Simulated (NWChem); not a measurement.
Species: disulfane (H2S2); SMILES SS

Results from NWChem. Pople sets run with spherical d functions. STO-3G and 3-21G are far too small for this property and stand as cheap habits. Coordinates come from a PBE0/def2-SVP optimisation. Vertical excitations in the gas phase; the lowest state need not have the same character in each row.

Problem. Taking PBE/def2-TZVPD, TDA as the yardstick, which of these has the fewest basis functions while keeping “lowest excitation, singlet (eV)” within 0.2 eV of it: PBE/6-31G*, TDA; PBE/def2-SVPD, TDA; PBE/3-21G, TDA; PBE/aug-cc-pVDZ, TDA; PBE/def2-SVP, TDA; PBE/6-31+G*, TDA; PBE/def2-TZVP, TDA?

Solution. PBE/6-31G*, TDA (a larger set in the list lies outside the tolerance).
```
level                 basis functions  lowest excitation, singlet (eV)  relative time (rough)
--------------------  ---------------  -------------------------------  ---------------------
PBE/3-21G, TDA                     30                             4.70                      1
PBE/6-31G*, TDA                    40                             4.59                      2
PBE/def2-SVP, TDA                  46                             4.78                      2
PBE/6-31+G*, TDA                   48                             4.47                      3
PBE/def2-SVPD, TDA                 70                             4.44                      5
PBE/aug-cc-pVDZ, TDA               72                             4.46                     20
PBE/def2-TZVP, TDA                 86                             4.54                      7
PBE/def2-TZVPD, TDA               110                             4.43                     20
```

The yardstick is one finite set, not the basis-set limit.
